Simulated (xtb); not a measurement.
xtb input (GFN1-xTB):

```bash
xtb mol.xyz --gfn 1 --sp --chrg 0 --uhf 0
```
mol.xyz:
```
11

C     -3.12974761     0.08927978     0.27092046
C     -2.04157612    -0.96786760     0.12100595
Ge    -0.24313871    -0.19839054     0.00989730
Br    -0.07643299     1.22829461    -1.81258535
Br     0.24097281     1.02555622     1.92098460
Br     1.35614310    -1.86044445    -0.21631607
H     -3.14005605     0.77362298    -0.57799648
H     -2.99076813     0.67826747     1.17804231
H     -4.11015900    -0.38750440     0.32837909
H     -2.01260225    -1.65448490     0.96848199
H     -2.16193551    -1.55910042    -0.78809019
```

End of the output:

```
         :::::::::::::::::::::::::::::::::::::::::::::::::::::
         ::                     SUMMARY                     ::
         :::::::::::::::::::::::::::::::::::::::::::::::::::::
         :: total energy             -20.394445281758 Eh    ::
         :: gradient norm              0.016586911657 Eh/a0 ::
         :: HOMO-LUMO gap              4.616740646117 eV    ::
         ::.................................................::
         :: SCC energy               -20.515349420307 Eh    ::
         :: -> electrostatic           0.008594410238 Eh    ::
         :: repulsion energy           0.127189683348 Eh    ::
         :: dispersion energy         -0.006285544800 Eh    ::
         :: halogen bond corr.         0.000000000000 Eh    ::
         :: add. restraining           0.000000000000 Eh    ::
         :: total charge              -0.000000000000 e     ::
         :::::::::::::::::::::::::::::::::::::::::::::::::::::

           -------------------------------------------------
          |                Property Printout                |
           -------------------------------------------------

    * Orbital Energies and Occupations

         #    Occupation            Energy/Eh            Energy/eV
      -------------------------------------------------------------
         1        2.0000           -0.7032649             -19.1368
       ...           ...                  ...                  ...
         7        2.0000           -0.5426540             -14.7664
         8        2.0000           -0.5222521             -14.2112
         9        2.0000           -0.4985665             -13.5667
        10        2.0000           -0.4855317             -13.2120
        11        2.0000           -0.4706431             -12.8068
        12        2.0000           -0.4677435             -12.7279
        13        2.0000           -0.4608098             -12.5393
        14        2.0000           -0.4494581             -12.2304
        15        2.0000           -0.4484688             -12.2035
        16        2.0000           -0.4336938             -11.8014
        17        2.0000           -0.4335080             -11.7964
        18        2.0000           -0.4319526             -11.7540
Note: The following floating-point exceptions are signalling: IEEE_DENORMAL
normal termination of xtb
        19        2.0000           -0.4200288             -11.4296 (HOMO)
        20                         -0.2503668              -6.8128 (LUMO)
        21                         -0.1782438              -4.8503
        22                         -0.1762520              -4.7961
        23                         -0.1427673              -3.8849
        24                         -0.1332596              -3.6262
        25                         -0.1150704              -3.1312
        26                         -0.1144768              -3.1151
        27                         -0.0983068              -2.6751
        28                         -0.0966454              -2.6299
        29                         -0.0949710              -2.5843
        30                         -0.0895567              -2.4370
       ...                                ...                  ...
        54                          0.5662189              15.4076
      -------------------------------------------------------------
                  HL-Gap            0.1696621 Eh            4.6167 eV
             Fermi-level           -0.3351978 Eh           -9.1212 eV

  Mulliken/CM5 charges         n(s)   n(p)   n(d)
     1C    -0.07631 -0.22489   1.012  3.064  0.000
     2C    -0.12321 -0.21834   1.057  3.066  0.000
     3Ge    0.36452  0.25585   1.308  1.587  0.741
     4Br   -0.09946 -0.07217   1.949  5.165 -0.015
     5Br   -0.09946 -0.07217   1.949  5.165 -0.015
     6Br   -0.09791 -0.07030   1.950  5.163 -0.015
     7H     0.02427  0.07689   0.976  0.000  0.000
     8H     0.02427  0.07689   0.976  0.000  0.000
     9H     0.02433  0.07550   0.976  0.000  0.000
    10H     0.02948  0.08638   0.971  0.000  0.000
    11H     0.02948  0.08638   0.971  0.000  0.000

Wiberg/Mayer (AO) data.
largest (>0.10) Wiberg bond orders for each atom

 ---------------------------------------------------------------------------
     #   Z sym  total        # sym  WBO       # sym  WBO       # sym  WBO
 ---------------------------------------------------------------------------
     1   6 C    3.998 --     2 C    1.028     8 H    0.988     7 H    0.988
                             9 H    0.987
     2   6 C    3.987 --     1 C    1.028    11 H    0.969    10 H    0.969
                             3 Ge   0.856
     3  32 Ge   4.521 --     6 Br   1.216     5 Br   1.208     4 Br   1.208
                             2 C    0.856
     4  35 Br   1.377 --     3 Ge   1.208
     5  35 Br   1.377 --     3 Ge   1.208
     6  35 Br   1.374 --     3 Ge   1.216
     7   1 H    1.008 --     1 C    0.988
     8   1 H    1.008 --     1 C    0.988
     9   1 H    1.007 --     1 C    0.987
    10   1 H    1.006 --     2 C    0.969
    11   1 H    1.006 --     2 C    0.969
 ---------------------------------------------------------------------------

Topologies differ in total number of bonds
Writing topology from bond orders to xtbtopo.mol

 dipole moment from electron density (au)
     X       Y       Z
  -1.1870  -0.5193   0.0727  total (Debye):    3.298

           -------------------------------------------------
          | TOTAL ENERGY              -20.394445281758 Eh   |
          | GRADIENT NORM               0.016586911657 Eh/α |
          | HOMO-LUMO GAP               4.616740646117 eV   |
           -------------------------------------------------

------------------------------------------------------------------------
------------------------------------------------------------------------
 total:
 SCF:
```
